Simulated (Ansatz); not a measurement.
Ansatz (an electronic-structure program) input:

Ansatz 0.2 input:
```yaml
crystal:
  periodic: [false, false, false]
  atoms:
    - {symbol: Sn, position_ang: [0.17068257, 0.21542416, 0.09247207]}
    - {symbol: O, position_ang: [1.50694485, -1.00880762, -0.60548252]}
    - {symbol: F, position_ang: [-1.04494135, -0.79635486, 1.33529394]}
    - {symbol: F, position_ang: [-1.24280171, 0.49627186, -1.31082095]}
basis:
  gaussian:
    orbitals: def2-TZVP
hamiltonian:
  xc: b3lyp
  dispersion: d3bj
total_charge: -1
magnetization: {spin_polarized: true, initial_magnetization: 1}
phonons: {temperatures: {t_min: 298.15, t_max: 298.15, t_step: 100}}
```

### Question
What final total energy does it print?

### Answer
-489.53011 Eh (B3LYP-D3(BJ)/def2-TZVP). The basis has 143 functions.
